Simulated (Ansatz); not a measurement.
Consider the formal exchange of groups at a B–Si bond: `B[SiH](F)[SiH2]N` + `N/C=[CH]/[SnH3]` → `B/C(N)=[CH]/[SnH3]` + `N[SiH2][SiH2]F`.

Calculated with Ansatz (gas phase, PBE0-D4/def2-TZVP geometries, no zero-point term in ΔE). CCSD(T)/CBS is the MP2 limit (def2-TZVPP, def2-QZVPP) plus CCSD(T) − MP2 in def2-TZVPP, frozen cores. Double bonds are as drawn, so ΔE can hold a change between cis and trans. DFT in def2-TZVPP. Elements past krypton have def2 core potentials. For Sn outer-core shells are correlated without core-valence functions, which leaves a few kJ/mol of doubt a bond. One conformer a species, not always the lowest.

```csv
level,ΔE (kJ/mol)
ωB97M-V,-41.7
MP2/def2-QZVPP,-50.8
```

Question: What does CCSD(T)/CBS give? (Best estimate.)

Answer: Ansatz gave: -44.3 kJ/mol. The listed levels differ from it by 2.6, -6.5 kJ/mol.

Largest T1 diagnostic among the species: 0.014.

The D4 term adds −3.1 kJ/mol with B3LYP and −1.5 kJ/mol with PBE0; it sums over pairs of atoms, weighted by their polarisabilities, and B3LYP, whose exchange is more repulsive, gets the larger term. In def2-TZVPP, CCSD(T) changes the Hartree–Fock value by −7.1 kJ/mol (the triples alone add −3.0 kJ/mol) and MP2 by −13.6 kJ/mol.

B3LYP here is the variant with VWN-RPA as its local correlation; programs differ in this.
